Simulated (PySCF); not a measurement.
A calculated (MN15, PySCF 2.14, cc-pVDZ-DK, the spin-free X2C one-electron Hamiltonian (Gaussian nucleus)) atom or ion has these occupied shells.

```tsv
shell	electrons	orbital energy (eV)	rms radius, mean of both spins (bohr)
1s α	1	-184.96	0.383
1s β	1	-184.79	0.383
2s α	1	-11.345	2.15
2s β	1	-10.110	2.15
2p α	1	-5.349	2.42
```

**Question.** Name the element and its charge.

**Answer.** B (boron, neutral), in [He] 2s2 2p1, 2P determinant.
